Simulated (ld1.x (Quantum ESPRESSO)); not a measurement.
Rh, TM: configuration errors across variants

rhodium, norm-conserving Troullier–Martins (Kleinman–Bylander form), made with ld1.x (Quantum ESPRESSO) 7.5 (LDA (PZ), scalar-relativistic). Core [Kr], reference 4d8 5s0.5 5p0.5. Waves: 5s (bound): rc 2.25 bohr; 5p (bound): rc 2.55 bohr; 4d (bound): rc 1.25 bohr. Local part: all-electron potential smoothed inside 2.15 bohr (lloc = -1). Core correction: a·sin(br)/r model core, default radius (core density twice the valence density).

All-electron excitation energies from the reference (eV): (1) 4d8 5s0 5p0 5.958; (2) 4d7 5s0 5p0 25.725; (3) 4d8 5s0 5p1 1.904; (4) 4d9 5s0 5p0 -2.677; (5) 4d8 5s0.5 5p0.5 spin -0.811.

Spin tests fill each open shell by Hund’s rule, majority spin first.

The default core radius of the base comes out at 0.98 bohr.

Tests that are not counted but printed errors over 1 eV. “base”: 4d7 5s1 5p1 (solver errors, printed error -9.0 eV); 4d7 5s1 5p0 (solver errors, printed error -3.8 eV); 1 more. “core correction none”: 4d7 5s1 5p1 (solver errors, printed error -9.0 eV); 4d7 5s1 5p0 (solver errors, printed error -3.7 eV); 2 more. “core correction a·sin(br)/r model core inside 0.68 bohr”: 4d8 5s1 5p0 (spin-polarised) (solver errors, printed error -612 eV); 4d7 5s1 5p1 (solver errors, printed error -9.0 eV); 2 more. “core correction a·sin(br)/r model core inside 0.82 bohr”: 4d7 5s1 5p1 (solver errors, printed error -9.0 eV); 4d7 5s1 5p0 (solver errors, printed error -3.8 eV); 1 more. “core correction a·sin(br)/r model core inside 1.04 bohr”: 4d7 5s1 5p1 (solver errors, printed error -9.0 eV); 4d7 5s1 5p0 (solver errors, printed error -3.8 eV); 1 more.

1 further variants failed, have other tests or too few solved ones, and are left out.

A true bound ghost makes a file unfit for plane-wave use even where its test errors are small: the radial tests pick states by their node count and pass the ghost by. Where a test does run into it, the solver fails or the error is huge.

Errors AE − PS in meV (a dash: test not solved or not reliable):

```csv
change,(1),(2),(3),(4),(5),bound ghosts
base,-8.2,-49,-0.8,-45,+23,s
core correction none,-3.1,-0.6,0.0,-34,–,s
core correction a·sin(br)/r model core inside 0.68 bohr,-8.3,-49,-0.8,-45,+17,s
core correction a·sin(br)/r model core inside 0.82 bohr,-8.3,-49,-0.8,-45,+20,s
core correction a·sin(br)/r model core inside 1.04 bohr,-8.2,-49,-0.8,-45,+26,s
core correction a·sin(br)/r model core inside 1.18 bohr,-8.2,-49,-0.8,-45,+38,s
core correction a·sin(br)/r model core inside 1.48 bohr,-7.9,-49,-0.8,-44,+111,s
```

**Question.** Give the same row for: core correction a·sin(br)/r model core inside 1.34 bohr.

**Answer.** -8.1, -49, -0.8, -44, +68; bound ghosts: s. Not counted: 4d7 5s1 5p1 (solver errors, printed error -9.0 eV); 4d7 5s1 5p0 (solver errors, printed error -3.8 eV); 1 more.
